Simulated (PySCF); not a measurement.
SMILES c1c(C#N)[c](ccc1)[GeH3], singlet, GFN2-xTB optimised geometry.

```
16

N     -2.18    -2.71     0.00
C     -1.68    -1.68     0.00
C     -1.02    -0.43     0.00
C     -1.74     0.76     0.00
C     -1.07     1.97     0.00
C      0.32     1.99     0.00
C      1.03     0.80     0.00
C      0.38    -0.43     0.00
Ge     1.36    -2.12     0.00
H     -2.82     0.73     0.00
H     -1.62     2.90     0.00
H      0.84     2.93     0.00
H      2.11     0.82     0.00
H      1.03    -2.93    -1.21
H      1.03    -2.93     1.21
H      2.82    -1.81     0.00
```

Density from CAM-B3LYP/def2-TZVP run with PySCF 2.14.0 at that geometry.

Minimum of the electron density along straight lines between bonded atoms, close to the bond critical point (lines longer than 1.1 times the sum of covalent radii, or with two minima, are not listed):

```csv
bond,length / Å,ρ at the minimum / e bohr⁻³,∇²ρ there / e bohr⁻⁵,position (fraction from the first atom)
N1–C2,1.147,0.503,-0.22,0.65
C2–C3,1.413,0.298,-0.92,0.55
C3–C4,1.392,0.319,-0.95,0.51
C4–C5,1.382,0.326,-0.99,0.50
C5–C6,1.386,0.324,-0.98,0.50
C6–C7,1.385,0.325,-0.98,0.50
C3–C8,1.401,0.313,-0.91,0.51
C7–C8,1.387,0.323,-0.96,0.50
C8–Ge9,1.958,0.127,0.13,0.53
C4–H10,1.081,0.290,-1.06,0.65
C5–H11,1.080,0.290,-1.05,0.65
C6–H12,1.080,0.290,-1.05,0.65
C7–H13,1.082,0.289,-1.04,0.65
Ge9–H14,1.490,0.145,0.09,0.60
Ge9–H15,1.490,0.145,0.09,0.60
Ge9–H16,1.495,0.143,0.09,0.60
```
